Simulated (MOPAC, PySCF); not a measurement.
C5H6O, SMILES `O=C1CC=CC1`, neutral singlet in the gas phase. 

Cartesian coordinates (Å):
SMILES: O=C1CC=CC1
```xyz
12

O      0.3740    -2.3333     0.3371
C      0.1857    -1.1585     0.1674
C      1.2335    -0.0502     0.3143
C      0.4653     1.1986    -0.0085
C     -0.8100     0.9518    -0.3022
C     -1.1437    -0.5103    -0.2333
H      1.6478    -0.0644     1.3272
H      2.0714    -0.2408    -0.3637
H      0.9144     2.1824     0.0014
H     -1.5379     1.7078    -0.5634
H     -1.9120    -0.7534     0.5073
H     -1.4884    -0.9298    -1.1836
```
Charge 0, spin multiplicity 1.

All levels are single points at this geometry (B3LYP-D3(BJ)/def2-TZVP); Pople sets use spherical d functions. Orbital energies aren't observables, and empty levels follow the basis.

ωB97X-D3(BJ)/def2-TZVP in PySCF gives dipole (D) = 2.85.

Q: Estimate the dipole (D) from each of these levels: M06-2X/6-31G* in PySCF; PBE/6-31G* in PySCF; HF/3-21G in PySCF; HF/STO-3G in PySCF; PM7 in MOPAC.

A: 
```json
[
 {"level": "M06-2X/6-31G* in PySCF", "dipole (D)": "2.65"},
 {"level": "PBE/6-31G* in PySCF", "dipole (D)": "2.40"},
 {"level": "HF/3-21G in PySCF", "dipole (D)": "2.95"},
 {"level": "HF/STO-3G in PySCF", "dipole (D)": "1.79"},
 {"level": "PM7 in MOPAC", "dipole (D)": "2.66"}
]
```
